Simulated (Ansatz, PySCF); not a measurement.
Donor–acceptor adduct: BH3 (SMILES B) (first 4 atoms) with AsH3 (SMILES [AsH3]); geometry from B3LYP-D3(BJ)/def2-TZVP, rigid monomers moved along the line of their centres of mass till B1···As5 is 1.88 Å.
(charge 0, multiplicity 1):
```tsv
atom	x (Å)	y (Å)	z (Å)
B	-0.0052	-0.0598	0.6296
H	-0.8662	0.7776	0.5787
H	-0.3529	-1.1824	0.3770
H	1.0665	0.2658	0.1928
As	0.3369	-0.1611	2.4772
H	-0.7851	-0.5510	3.4090
H	0.8096	1.0750	3.2037
H	1.3853	-1.1264	2.9758
```

Counterpoise-corrected where a basis set is named; no monomer relaxation.

Frozen-core correlation. Filled d and f shells under p-block atoms count as core. CBS(a, b) extrapolates the correlation energy as X⁻³ and adds the Hartree–Fock energy of set b.

The values were computed with Ansatz (a first-principles code) with Gaussian orbitals; PySCF for the dispersion terms. 

The comparison value is -22.63 kcal/mol (CCSD(T)/CBS(aug-cc-pVDZ, aug-cc-pVTZ)). It is a level with limits of its own, not the exact answer.

**Question.** Order these levels by how close they come to the comparison value for the interaction energy, closest first: CCSD(T)/aug-cc-pVDZ, CCSD(T)/aug-cc-pVTZ, r2SCAN-D4/def2-TZVPPD. Give each level's value less the comparison value.

**Answer.** CCSD(T)/aug-cc-pVTZ (1.68 kcal/mol), r2SCAN-D4/def2-TZVPPD (-5.52 kcal/mol), CCSD(T)/aug-cc-pVDZ (6.74 kcal/mol)
